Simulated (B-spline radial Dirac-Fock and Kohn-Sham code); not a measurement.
## Binding energies of Rh²¹⁺

System: the Rh²¹⁺ ion in the configuration [Ar] 3d6; nuclear rms radius 4.4945 fm (A = 103).

Input of the calculation (task.json; shells as n, l, electrons):

```json
{"items": [{
  "Z": 45,
  "q": 21,
  "cfg": [[1, 0, 2], [2, 0, 2], [2, 1, 6], [3, 0, 2], [3, 1, 6], [3, 2, 6]],
  "A": 103,
  "rrms": 4.4945,
  "do": ["binding"]
}]}
```

Run with: `python xray_run.py task.json out`

The computed values come from a radial B-spline solver: Dirac-Fock energy differences between relaxed states, corrected for Breit and QED terms. The model has no electron correlation. Energies are counted from the vacuum level.

All terms are in eV, carry their sign (relaxation lowers the binding energy) and add up to the binding energy; ⟨r⟩ is the mean radius of the orbital in the initial state.

```
subshell  −ε (Koopmans)  relaxation   Gaunt  retardation     QED  binding energy  ⟨r⟩ (bohr)
      1s        24099.9      -40.33  -49.49         3.81  -22.76         23991.2       0.033
      2s         4194.1      -14.14   -4.46         0.24   -2.74          4173.0       0.141
   2p1/2         3929.8      -16.68   -7.80         0.85    0.24          3906.4       0.120
   2p3/2         3783.5      -15.96   -5.63         0.98   -0.06          3762.8       0.125
      3s         1296.0       -2.03   -0.80         0.05   -0.59          1292.7       0.372
   3p1/2         1190.6       -2.29   -1.41         0.17    0.04          1187.1       0.362
   3p3/2         1161.6       -2.14   -0.98         0.20   -0.02          1158.6       0.370
      3d          994.1       -2.84   -0.37         0.06    0.04           991.0       0.338
```

For the deepest level, K (1s), the Breit terms make up -0.190 % of the binding energy, QED -0.095 % and orbital relaxation -0.168 %.

Spin-orbit splittings: 2p 143.6 eV, 3p 28.50 eV.

Going to the tabulated ground configuration of the next ion removes an electron from M4,5 (3d), computed at 991.0 eV. NIST lists 984 ± 4 eV as the ionisation energy of this species (theoretical), -6.98 eV from the computed value. Where a p, d or f shell is open in either ion the computed value averages over both j values and all terms, while the table refers to the lowest levels; that difference holds spin-orbit splitting (largest in heavy or highly charged ions), term energies where several electrons share open shells, and correlation, and it can reach 10 % or more.
